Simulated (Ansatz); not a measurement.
Ansatz results at the PBE0-D4/def2-TZVP geometry: size of the dipole moment (ωB97M-V/def2-TZVPP) 2.37 D; HOMO energy (PBE0/def2-TZVPP) -6.50 eV; LUMO energy (PBE/def2-TZVPP) -1.13 eV.

Each molecule was computed in one conformer, which needn't be the lowest.

(1) Which molecule gave them?
A. `[SiH3]/N=C\[SiH2][SiH3]`
B. `N[Si@@H]1[SiH2][C@H]1[SiH3]`
C. `CNCS[SiH3]`
D. `[CH3][AlH]/[CH]=C/I`

Results:

(1) B. The others give `CNCS[SiH3]`: 1.00, -6.71, -0.65; `[SiH3]/N=C\[SiH2][SiH3]`: 1.31, -6.68, -2.63; `[CH3][AlH]/[CH]=C/I`: 1.77, -7.10, -2.41.
